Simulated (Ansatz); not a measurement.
Geometry optimisation, Ansatz 0.2.0, RKS B3LYP/def2-SVP.

Input file:

```yaml
crystal:
  periodic: [false, false, false]
  atoms:
    - { symbol: Mg, position_ang: [-0.570108, 0.720651, 2.072855] }
    - { symbol: H, position_ang: [1.05007, 0.160432, 1.913554] }
    - { symbol: C, position_ang: [-2.466956, 1.548313, 2.44698] }
    - { symbol: H, position_ang: [1.246884, -0.411891, 0.082532] }
    - { symbol: "N", position_ang: [0.747499, -0.565934, -0.798814] }
    - { symbol: C, position_ang: [0.855584, -1.955533, -1.217746] }
    - { symbol: C, position_ang: [1.178493, 0.392196, -1.802883] }
    - { symbol: H, position_ang: [-2.805693, 1.370864, 3.478529] }
    - { symbol: H, position_ang: [-2.46375, 2.640904, 2.296439] }
    - { symbol: H, position_ang: [-3.239263, 1.133292, 1.776728] }
    - { symbol: H, position_ang: [0.15437, -2.163955, -2.045142] }
    - { symbol: H, position_ang: [0.587959, -2.622488, -0.382069] }
    - { symbol: H, position_ang: [1.874205, -2.240948, -1.572396] }
    - { symbol: H, position_ang: [0.499839, 0.362959, -2.672875] }
    - { symbol: H, position_ang: [1.139628, 1.414706, -1.38931] }
    - { symbol: H, position_ang: [2.211239, 0.216532, -2.186481] }
basis:
  gaussian: { orbitals: def2-SVP }
hamiltonian:
  xc: b3lyp
relax:
  f_tol: 0.03
  max_steps: 50
output:
  orbitals: {}
```

Command:

```bash
$ ansatz run input.yaml --threads 4 --pin off --max-ram 5120MiB --backend cpu --events-out ev --progress --plain --runs-dir out
```

Question: Where does it end, and by what steps?

Answer: The forces met the threshold. After 13 steps the energy has fallen by 0.612 eV; H10 moved furthest, 1.67 Å. Joined: Mg1–N5 (3.41 → 2.26 Å).

```tsv
step	energy less start (eV)	largest force component (eV/Å)	accepted
0	0.0000	0.219	yes
1	-0.0582	0.160	yes
2	-0.1362	0.282	yes
3	-0.2597	0.399	yes
4	-0.3910	0.366	yes
5	-0.4529	0.481	yes
6	-0.5130	0.227	yes
7	-0.5505	0.212	yes
8	-0.5643	0.602	yes
9	-0.5973	0.124	yes
10	-0.6024	0.226	yes
11	-0.6089	0.130	yes
12	-0.6109	0.069	yes
13	-0.6119	0.014	yes
```

```xyz
16
Properties=species:S:1:pos:R:3
Mg 0.130 0.375 1.681
H 1.516 0.137 2.698
C -1.884 0.972 1.363
H 1.943 -0.468 -0.085
N 0.953 -0.330 -0.302
C 0.372 -1.626 -0.681
C 0.831 0.680 -1.361
H -2.522 0.813 2.253
H -1.969 2.050 1.122
H -2.379 0.435 0.530
H -0.714 -1.515 -0.814
H 0.548 -2.363 0.118
H 0.799 -2.023 -1.621
H -0.232 0.914 -1.522
H 1.342 1.607 -1.056
H 1.265 0.342 -2.322
```

The run took 55 s on 4 threads of Arm Neoverse N1, with other jobs on the host, peak memory 0.31 GiB.
